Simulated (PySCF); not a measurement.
Ga(Cl)2(OMe) (CH3Cl2GaO), SMILES C[O][Ga]([Cl])[Cl].

Geometry: PBE0-D3(BJ)/def2-SVP. The structure was generated by enumeration; whether it is a known compound was not checked. One conformer was computed; it need not be the lowest.

The numbers are results of PBE0-D3(BJ)/def2-SVP run with PySCF, not measurements.

Frequencies are harmonic and unscaled.

```csv
mode,ν (cm⁻¹),IR (km/mol),moving atoms (share of kinetic energy)
1,74,1.1,"H 76 %, O 14 %"
2,91,0.1,"H 40 %, C 20 %, Ga 15 %, Cl 14 %, O 11 %"
3,103,3.8,"C 36 %, Cl 33 %, H 16 %, Ga 12 %"
4,123,7.8,"Cl 73 %, Ga 19 %"
5,161,26.9,"Ga 42 %, O 37 %, Cl 16 %"
6,271,14.8,"O 39 %, C 28 %, H 16 %, Cl 10 %"
7,400,11.8,"Cl 81 %, Ga 11 %"
8,474,90.7,"Cl 55 %, Ga 44 %"
9,655,63.4,"O 53 %, Ga 25 %, C 14 %"
10,1151,198.9,"O 41 %, C 38 %, H 21 %"
11,1177,0.0,"H 77 %, C 18 %"
12,1208,47.2,"H 56 %, C 22 %, O 21 %"
13,1471,1.7,H 96 %
14,1472,14.5,"H 88 %, C 10 %"
15,1478,7.2,H 96 %
16,3019,73.1,H 97 %
17,3110,25.5,"H 90 %, C 10 %"
18,3119,25.5,"H 90 %, C 10 %"
```
